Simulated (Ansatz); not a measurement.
BF2H3OSi, SMILES `FB(F)O[SiH3]`. Total charge 0; spin multiplicity 1. The structure was optimised at the PBE0-D4/def2-TZVP level. It is one conformer, not always the lowest.

```xyz
8

F     0.292   -1.162    2.482
B     0.075   -0.291    1.515
F    -0.232    0.952    1.866
O     0.166   -0.664    0.232
Si   -0.035    0.132   -1.212
H     0.943    1.242   -1.307
H     0.209   -0.867   -2.275
H    -1.418    0.659   -1.301
```

Q: What is the dipole moment at ωB97M-V/def2-TZVPP? (An estimate is asked.)

A: Ansatz gave: 1.72 D, with components (-0.10, 0.39, -1.67) D in this frame, pointing from negative to positive charge.

Q: And with PBE, r2SCAN, B3LYP? (Estimate.)

A: The calculation gave: PBE 1.66 D, r2SCAN 1.68 D, B3LYP 1.76 D.

Q: Give the Mulliken charges with ωB97M-V, r2SCAN, PBE in def2-TZVPP. (Best estimate.)

A: Ansatz gave: 
```json
{"atom": "F1", "ωB97M-V": "-0.23", "r2SCAN": "-0.24", "PBE": "-0.19"}
{"atom": "B2", "ωB97M-V": "0.57", "r2SCAN": "0.62", "PBE": "0.46"}
{"atom": "F3", "ωB97M-V": "-0.25", "r2SCAN": "-0.26", "PBE": "-0.21"}
{"atom": "O4", "ωB97M-V": "-0.35", "r2SCAN": "-0.38", "PBE": "-0.27"}
{"atom": "Si5", "ωB97M-V": "0.31", "r2SCAN": "0.44", "PBE": "0.36"}
{"atom": "H6", "ωB97M-V": "-0.02", "r2SCAN": "-0.06", "PBE": "-0.05"}
{"atom": "H7", "ωB97M-V": "-0.01", "r2SCAN": "-0.06", "PBE": "-0.04"}
{"atom": "H8", "ωB97M-V": "-0.02", "r2SCAN": "-0.06", "PBE": "-0.05"}
```

B3LYP here is the variant with VWN-RPA as its local correlation; programs differ in this.
